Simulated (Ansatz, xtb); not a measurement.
Breaking the Si1–I2 bond in H3ISi (SMILES [SiH3]I) (multiplicity 1 held, fragments rigid). Energies count from the point at 2.459 Å.
Geometry at that point (charge 0, multiplicity 1):
| atom | x (Å) | y (Å) | z (Å) |
|---|---|---|---|
| Si | -1.8413 | 0.0490 | 0.0181 |
| I | 0.6169 | -0.0164 | -0.0060 |
| H | -2.2729 | 1.4257 | -0.2930 |
| H | -2.3038 | -0.3479 | 1.3622 |
| H | -2.3415 | -0.8938 | -1.0014 |

Unrestricted levels (U-) break spin symmetry where that is lower. Active spaces are followed from a long bond inwards. Levels need not reach the same state.

Cores are frozen in the correlated methods. Filled d and f shells under p-block atoms count as core.

Programs: Ansatz (Gaussian basis) for Hartree–Fock, density functionals and correlated methods; xtb for the GFN methods.  In def2 rows elements past Kr take small-core potentials, without spin–orbit coupling. The GFN methods have no spin term and hold the electronic entropy of 300 K.

Energies in eV.

```json
[
 {"R (Å)": "1.967", "GFN2-xTB": "6.45", "U-MP2/def2-TZVPP": "2.80", "FIC-MRCISD on CASSCF(6,4)/def2-TZVPP": "2.87", "FIC-MRCISD+Q on CASSCF(6,4)/def2-TZVPP": "2.87"},
 {"R (Å)": "2.213", "GFN2-xTB": "0.78", "U-MP2/def2-TZVPP": "0.45", "FIC-MRCISD on CASSCF(6,4)/def2-TZVPP": "0.49", "FIC-MRCISD+Q on CASSCF(6,4)/def2-TZVPP": "0.49"},
 {"R (Å)": "2.459", "GFN2-xTB": "0.00", "U-MP2/def2-TZVPP": "0.00", "FIC-MRCISD on CASSCF(6,4)/def2-TZVPP": "0.00", "FIC-MRCISD+Q on CASSCF(6,4)/def2-TZVPP": "0.00"},
 {"R (Å)": "2.705", "GFN2-xTB": "0.32", "U-MP2/def2-TZVPP": "0.32", "FIC-MRCISD on CASSCF(6,4)/def2-TZVPP": "0.28", "FIC-MRCISD+Q on CASSCF(6,4)/def2-TZVPP": "0.28"},
 {"R (Å)": "2.951", "GFN2-xTB": "0.86", "U-MP2/def2-TZVPP": "0.91", "FIC-MRCISD on CASSCF(6,4)/def2-TZVPP": "0.82", "FIC-MRCISD+Q on CASSCF(6,4)/def2-TZVPP": "0.83"},
 {"R (Å)": "3.320", "GFN2-xTB": "1.67", "U-MP2/def2-TZVPP": "2.19", "FIC-MRCISD on CASSCF(6,4)/def2-TZVPP": "1.69", "FIC-MRCISD+Q on CASSCF(6,4)/def2-TZVPP": "1.70"},
 {"R (Å)": "3.689", "GFN2-xTB": "2.32", "U-MP2/def2-TZVPP": "2.95", "FIC-MRCISD on CASSCF(6,4)/def2-TZVPP": "2.39", "FIC-MRCISD+Q on CASSCF(6,4)/def2-TZVPP": "2.41"},
 {"R (Å)": "4.304", "GFN2-xTB": "2.90", "U-MP2/def2-TZVPP": "3.35", "FIC-MRCISD on CASSCF(6,4)/def2-TZVPP": "3.04", "FIC-MRCISD+Q on CASSCF(6,4)/def2-TZVPP": "3.07"},
 {"R (Å)": "4.918", "GFN2-xTB": "3.08", "U-MP2/def2-TZVPP": "3.44", "FIC-MRCISD on CASSCF(6,4)/def2-TZVPP": "3.23", "FIC-MRCISD+Q on CASSCF(6,4)/def2-TZVPP": "3.27"},
 {"R (Å)": "5.656", "GFN2-xTB": "3.16", "U-MP2/def2-TZVPP": "3.47", "FIC-MRCISD on CASSCF(6,4)/def2-TZVPP": "3.27", "FIC-MRCISD+Q on CASSCF(6,4)/def2-TZVPP": "3.32"},
 {"R (Å)": "6.640", "GFN2-xTB": "3.21", "U-MP2/def2-TZVPP": "3.48", "FIC-MRCISD on CASSCF(6,4)/def2-TZVPP": "3.28", "FIC-MRCISD+Q on CASSCF(6,4)/def2-TZVPP": "3.33"},
 {"R (Å)": "7.869", "GFN2-xTB": "3.26", "U-MP2/def2-TZVPP": "3.48", "FIC-MRCISD on CASSCF(6,4)/def2-TZVPP": "3.29", "FIC-MRCISD+Q on CASSCF(6,4)/def2-TZVPP": "3.33"}
]
```

Doubts at one or more of the structures used: a spin-contaminated determinant (U-MP2/def2-TZVPP); active orbitals that take no part (FIC-MRCISD on CASSCF(6,4)/def2-TZVPP, FIC-MRCISD+Q on CASSCF(6,4)/def2-TZVPP).

Ansatz is a first-principles code.
